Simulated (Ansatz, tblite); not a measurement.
Cost and result up the ladder for Cu₄Cl₄ (the lowest singlet isomer of a short search) (8 atoms). The state is a singlet with charge 0. Geometry: r2SCAN-D4/def2-SVP.

```csv
atom,x (Å),y (Å),z (Å)
Cu1,-1.616,0.034,1.249
Cu2,1.616,-0.034,-1.249
Cu3,0.737,-0.669,0.971
Cu4,-0.737,0.669,-0.971
Cl5,-0.836,-1.814,2.054
Cl6,2.812,0.020,0.550
Cl7,-2.150,1.876,0.255
Cl8,0.175,-0.082,-2.859
```

Ansatz on 4 threads of AMD EPYC 7B13 on a shared host; xTB runs through tblite on one thread. Times are rough, summed over both states, and most runs start from the orbitals of an earlier one. PBE0-D4/def2-TZVP serves as the yardstick here, not as an exact answer. The other state is a quintet at its own geometry.

The xTB rows come from tblite. The structure comes from a short search, and lower isomers may exist.

xTB has no spin-polarisation term.

```csv
level,functions,quintet − singlet (eV),difference from PBE0-D4/def2-TZVP (eV)
PBE0-D4/def2-TZVP,328,6.28,0.00
r2SCANh-D4/def2-TZVP,328,5.88,-0.41
GFN1-xTB,72,5.15,-1.14
r2SCAN-D4/def2-TZVP (with forces),328,5.63,-0.65
PBE-D4/def2-TZVP,328,5.61,-0.67
```

Problem. Estimate how long each takes.

Solution. GFN1-xTB 0.042 s; PBE-D4/def2-TZVP 28 s; r2SCAN-D4/def2-TZVP (with forces) 77 s; PBE0-D4/def2-TZVP 2 min; r2SCANh-D4/def2-TZVP 2.1 min. On shared hardware such times vary by a factor of up to 3.
